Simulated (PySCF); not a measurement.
Si(Cl)(H)2(OAc) (C₂H₅ClO₂Si), SMILES CC(=O)O[SiH2]Cl. Atoms are numbered in the order given.

```xyz
11

Si     1.1489    -0.4053    -0.4681
Cl     1.7212     1.0895     0.8170
O     -0.4645    -0.1811    -0.9511
C     -1.4577    -0.3932    -0.0608
C     -2.8111    -0.1582    -0.6529
O     -1.2303    -0.7278     1.0705
H      1.3363    -1.7301     0.1646
H      1.9047    -0.2578    -1.7324
H     -2.8804     0.8826    -1.0019
H     -3.5859    -0.3598     0.0944
H     -2.9488    -0.8029    -1.5331
```

Geometry optimised at PBE0-D3(BJ)/def2-SVP. One conformer was computed; it need not be the lowest.

The numbers are results of PBE/pcSseg-1 (PySCF), not measurements.

GIAO shieldings, no solvent; atoms listed in one row are averaged. δ = σ(ref) − σ: ²⁹Si against TMS (σ = 335.4 ppm); ³⁵Cl against HCl (σ = 936.5 ppm); ¹⁷O against H2O (σ = 334.3 ppm); ¹³C against TMS (σ = 182.0 ppm); ¹H against TMS (σ = 31.49 ppm), references at their B3LYP-D3(BJ)/def2-TZVP geometries, non-relativistic (without spin–orbit terms, shifts of atoms bonded to Cl or Br come out too high).

Computed chemical shifts:
```json
[
 {"nucleus": "²⁹Si", "atoms": "Si1", "count": "1", "δ (ppm)": "-12.5"},
 {"nucleus": "³⁵Cl", "atoms": "Cl2", "count": "1", "δ (ppm)": "45.3"},
 {"nucleus": "¹⁷O", "atoms": "O6", "count": "1", "δ (ppm)": "479.9"},
 {"nucleus": "¹⁷O", "atoms": "O3", "count": "1", "δ (ppm)": "246.6"},
 {"nucleus": "¹³C", "atoms": "C4", "count": "1", "δ (ppm)": "174.0"},
 {"nucleus": "¹³C", "atoms": "C5", "count": "1", "δ (ppm)": "23.9"},
 {"nucleus": "¹H", "atoms": "H7", "count": "1", "δ (ppm)": "6.18"},
 {"nucleus": "¹H", "atoms": "H8", "count": "1", "δ (ppm)": "5.48"},
 {"nucleus": "¹H", "atoms": "H9, H10, H11", "count": "3", "δ (ppm)": "2.36"}
]
```
